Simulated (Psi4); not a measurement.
CH₃Se₂, doublet, at a GFN2-xTB geometry. Base run: HF/def2-SVP run with Psi4.

Psi4 was given this input:
```
memory 2 GB

molecule {
0 2
C    -2.11547240   -0.41879670    0.07488089
Se   -0.55419547    0.77241374   -0.09237170
Se    1.13849247   -0.64326175    0.06997820
H    -2.07265492   -0.92307861    1.03673090
H    -3.00980833    0.19220440    0.00649221
H    -2.09080048   -1.14751331   -0.73112931
}

set {
  basis def2-svp
  reference uhf
}

energy('scf')
print_variables()
```

Variants of this job, named by their change:

```
change                                        ΔE vs base (mEh)  SCF cycles  basis functions               outcome
--------------------------------------------  ----------------  ----------  ---------------  --------------------
base                                                     0.000          13               93             converged
scf_type = dfdirj+link                                  -0.176          13               93             converged
scf_initial_accelerator = ediis                          0.000          13               93             converged
guess = core                                             0.000          18               93             converged
diis_max_vecs = 15                                       0.000          13               93             converged
cholesky_tolerance = 1e-6 (with scf_type cd)            -0.039          13               93             converged
scf_type = cd                                            1.753          13               93             converged
df_basis_scf = cc-pvqz-jkfit                            -0.093          13               93             converged
puream = true                                            0.000          13               93             converged
guess = sadno                                            0.000          14               93             converged
scf_initial_accelerator = none                           0.000          13               93             converged
scf_type = dfdirj+cosx                                 -10.192          14               93  another SCF solution
guess = modhuckel                                        0.000          14               93             converged
```

A guess, shift, damping, solver or small numerical setting can't move a converged solution much, so rows marked as another SCF solution ended in a different state.

Open shells are given as the SCF converged; they aren't shown to be the lowest states, and a large step between rows can be another state.
